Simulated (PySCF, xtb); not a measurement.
C4H8OSi, SMILES C[SiH]1CC(=O)C1.

Harmonic wavenumbers (cm⁻¹) from GFN2-xTB (xtb 6.7.1) at its own minimum, in rising order: 43, 112, 149, 178, 397, 462, 495, 520, 588, 615, 693, 712, 764, 811, 815, 832, 900, 905, 1071, 1088, 1147, 1161, 1368, 1418, 1424, 1472, 1480, 1815, 2247, 2987, 2990, 3016, 3018, 3037, 3050, 3052.

Problem. What does PySCF 2.14.0 with PBE-D3(BJ)/def2-SVP give at its own minimum? (The exact figures need the calculation; the answer reports its results.)

Solution. 84, 150, 166, 205, 371, 450, 507, 520, 599, 603, 685, 690, 713, 761, 818, 841, 873, 882, 995, 1042, 1075, 1101, 1217, 1316, 1336, 1379, 1382, 1796, 2176, 2977, 2983, 2989, 3077, 3080, 3095, 3097. Paired by order, the mean absolute difference is 42 cm⁻¹ and the zero-point energies are 67.0 and 65.8 kcal/mol.
